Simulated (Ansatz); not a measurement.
Species: CH₅BS, charge 0, singlet. CH5BS (SMILES BSC).
B3LYP-D3(BJ)/def2-TZVP minimum from Ansatz (a program for electronic structure):
```xyz
8

B     -0.6328     1.3485     0.5134
H     -0.8159     1.8453     1.5769
H     -0.9488     1.8732    -0.5055
S      0.1416    -0.2271     0.5258
C      0.2854    -0.7239    -1.2252
H     -0.2538    -1.6577    -1.3721
H      1.3362    -0.8769    -1.4631
H     -0.1311     0.0497    -1.8648
```

Total energies in cc-pV(D+d)Z, 18 correlated electrons, 7 frozen orbitals. UHF or UKS for unpaired electrons; spin-orbit terms are left out. Correlated methods leave the cores frozen. No relativity.

```
method    program  energy (Eh)  minus CCSDT(Q) (mEh)
--------  -------  -----------  --------------------
HF         Ansatz   -463.01230                430.92
MP2        Ansatz   -463.38159                 61.63
CCSD       Ansatz   -463.42835                 14.87
CCSD(T)    Ansatz   -463.44129                  1.93
CCSDT(Q)   Ansatz   -463.44322                  0.00
```

Rough core times of Ansatz's runs on a shared machine: CCSD(T) under 20 s, CCSDT(Q) 4 min.
